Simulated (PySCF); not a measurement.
**Fractional electron number in Hg²⁺ (mercury, charge +2)**

The 5d beta orbital of [Xe] 4f14 5d10 is emptied in steps (occupation f), with all orbitals relaxed, ending at [Xe] 4f14 5d9. All numbers are calculated (PySCF 2.14, a scalar-relativistic core potential, in aug-cc-pVTZ-PP with ECP60MDF (6s6p5d3f2g, 88 functions)). The exact energy is a straight line in f; departures are measured from the line between the end points of the same method.

```json
{"f": "1", "r2SCAN0 (eV)": "0.000"}
{"f": "0.9", "r2SCAN0 (eV)": "-0.380"}
{"f": "0.7", "r2SCAN0 (eV)": "-0.885"}
{"f": "0.5", "r2SCAN0 (eV)": "-1.053"}
{"f": "0.3", "r2SCAN0 (eV)": "-0.883"}
{"f": "0.1", "r2SCAN0 (eV)": "-0.378"}
{"f": "0", "r2SCAN0 (eV)": "0.000"}
```

Task: For r2SCAN0, how does the orbital energy at f = 1 compare with the removal energy?

Result: −ε = 30.851 eV against a total-energy difference of 35.070 eV. By Janak's theorem ε = ∂E/∂f, so the gap between them reflects the curvature. Along the path −ε is 31.696 (f = 0.9), 33.388 (f = 0.7), 35.076 (f = 0.5), 36.758 (f = 0.3), 38.432 (f = 0.1) eV.

Reference removal energy between the ground levels: 34.49 ± 0.05 eV (measured; NIST Atomic Spectra Database, ionization energies). The calculation has no spin-orbit coupling.
